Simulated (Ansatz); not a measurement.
## Ansatz (development build ahead of 0.2.0) run

```yaml
crystal:
  periodic: [false, false, false]
  atoms:
    - { symbol: H, position_ang: [-1.24385, -1.24379, -0.92038] }
    - { symbol: H, position_ang: [-1.24292, -1.2429, -1.6388] }
    - { symbol: H, position_ang: [-1.24297, -1.24297, 1.63881] }
    - { symbol: H, position_ang: [-1.24404, -1.24408, 0.9204] }
    - { symbol: H, position_ang: [-1.24402, 1.24378, -0.9204] }
    - { symbol: H, position_ang: [-1.24296, 1.24291, -1.63881] }
    - { symbol: H, position_ang: [-1.24306, 1.24295, 1.6388] }
    - { symbol: H, position_ang: [-1.2437, 1.24413, 0.92039] }
    - { symbol: H, position_ang: [1.24362, -1.24343, -0.92038] }
    - { symbol: H, position_ang: [1.24328, -1.24345, -1.63881] }
    - { symbol: H, position_ang: [1.24293, -1.24294, 1.6388] }
    - { symbol: H, position_ang: [1.24393, -1.24392, 0.92038] }
    - { symbol: H, position_ang: [1.24426, 1.24343, -0.9204] }
    - { symbol: H, position_ang: [1.24261, 1.24345, -1.63881] }
    - { symbol: H, position_ang: [1.24308, 1.24298, 1.6388] }
    - { symbol: H, position_ang: [1.24379, 1.24391, 0.92038] }
basis:
  gaussian: { orbitals: "6-31G" }
hamiltonian:
  xc: hf
```

The input is written out in the form of the current development build from the run's settings.

Results

```json
{"Converged": "yes", "Total energy": "-8.98280 hartree", "Spin squared of the determinant": "0.000"}
```

Caution: no unrestricted run beside it, a lower state can exist.
